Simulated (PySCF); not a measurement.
Species: C9H6N (doublet state).
SMILES: `[c]1cccc2ccncc12`

Computed geometry: GFN2-xTB, gas phase. This method treats the open shell by occupation alone, without spin polarisation.

Masses are those of the commonest isotopes; rigid-rotor values at the optimised geometry. 

**Question.** What are A, B and C (cm⁻¹)?

**Answer.** Ia = 147.79, Ib = 404.18, Ic = 551.97 u·Å²; 505379 MHz·u·Å²/I gives 3420, 1250 and 915.6 MHz, that is A = 0.11407, B = 0.04171, C = 0.03054 cm⁻¹.

**Question.** Classify the top.

**Answer.** An asymmetric top: κ = (2 × 1250 − 3420 − 915.6)/(3420 − 915.6) = -0.73.

**Question.** What does the inertial defect say?

**Answer.** Planar: Δ = Ic − Ia − Ib = 0.00 u·Å². For a rigid frame Δ = −2 Σ m c², so it vanishes when all atoms lie in the ab plane; here none is more than 0.01 Å from it.

**Question.** Give the coordinates in the principal-axis frame, origin at the centre of mass.

**Answer.** The sense of each axis is arbitrary; atoms in the order of the calculation.
| atom | mass (u) | a (Å) | b (Å) | c (Å) |
| --- | --- | --- | --- | --- |
| C1 | 12.000 | -1.215 | 1.386 | -0.001 |
| C2 | 12.000 | -2.423 | 0.791 | -0.002 |
| C3 | 12.000 | -2.458 | -0.625 | 0.001 |
| C4 | 12.000 | -1.300 | -1.348 | 0.002 |
| C5 | 12.000 | -0.042 | -0.711 | 0.000 |
| C6 | 12.000 | 1.194 | -1.386 | -0.001 |
| C7 | 12.000 | 2.358 | -0.665 | -0.002 |
| N8 | 14.003 | 2.398 | 0.676 | 0.001 |
| C9 | 12.000 | 1.275 | 1.332 | 0.002 |
| C10 | 12.000 | -0.001 | 0.722 | 0.000 |
| H11 | 1.008 | -3.347 | 1.349 | -0.004 |
| H12 | 1.008 | -3.418 | -1.121 | 0.002 |
| H13 | 1.008 | -1.331 | -2.429 | 0.003 |
| H14 | 1.008 | 1.210 | -2.466 | -0.002 |
| H15 | 1.008 | 3.324 | -1.151 | -0.004 |
| H16 | 1.008 | 1.350 | 2.412 | 0.004 |

**Question.** Where do the levels up to J = 4 lie, in MHz?

**Answer.** Above 0(0,0):
J = 1: 1(0,1) 2166, 1(1,1) 4335, 1(1,0) 4670
J = 2: 2(0,2) 6462, 2(1,2) 8332, 2(1,1) 9337, 2(2,1) 15844, 2(2,0) 15880
J = 3: 3(0,3) 12819, 3(1,3) 14307, 3(1,2) 16313, 3(2,2) 22342, 3(2,1) 22519, 3(3,1) 34047, 3(3,0) 34049
J = 4: 4(0,4) 21147, 4(1,4) 22236, 4(1,3) 25567, 4(2,3) 30978, 4(2,2) 31491, 4(3,2) 42776, 4(3,1) 42792, 4(4,1) 59074, 4(4,0) 59074
The levels of one J sum to (2J + 1)J(J + 1)(A + B + C)/3.

**Question.** Estimate the classical rotational partition function at 25 K, 200 K and 500 K.

**Answer.** Point group Cs, symmetry number σ = 1; q = (√π/σ)·√((kT/h)³/(ABC)), k/h = 20836.6 MHz/K: 10700 at 25 K, 241000 at 200 K, 953000 at 500 K.

For this open shell read J as N, the rotation without spin; fine and hyperfine splittings come on top. GFN2-xTB frequencies: not computed here. These are rigid-rotor constants of the computed structure; measured ground-state constants (B0) also hold zero-point vibration.
